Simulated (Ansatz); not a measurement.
Cartesian coordinates (Å):
```xyz
8

O     -1.0922    -1.0565     0.9220
C     -0.9032     0.0913     0.2569
C      0.1547     0.3843    -0.5128
S      1.3961    -0.8388    -0.7994
H     -0.3157    -1.6176     0.7218
H     -1.7183     0.7926     0.4031
H      0.2190     1.3346    -1.0247
H      2.3101    -0.4252     0.1033
```
Charge 0, spin multiplicity 1.

The numbers are results of frozen-core CCSD(T)/cc-pVTZ // r2SCAN-D4/def2-TZVP (Ansatz, a first-principles code), not measurements.

```json
{
  "HF energy": "-550.50486 Ha",
  "MP2 correlation energy": "-0.74238 Ha"
}
```

Problem. Estimate the CCSD correlation energy, the (T) correction, the total energy and the T1 diagnostic.

Solution. 
The CCSD correlation energy comes out as -0.77270 Ha and the (T) correction comes out as -0.03501 Ha. The CCSD(T) total energy is -551.31258 Ha. The T1 diagnostic is 0.013.
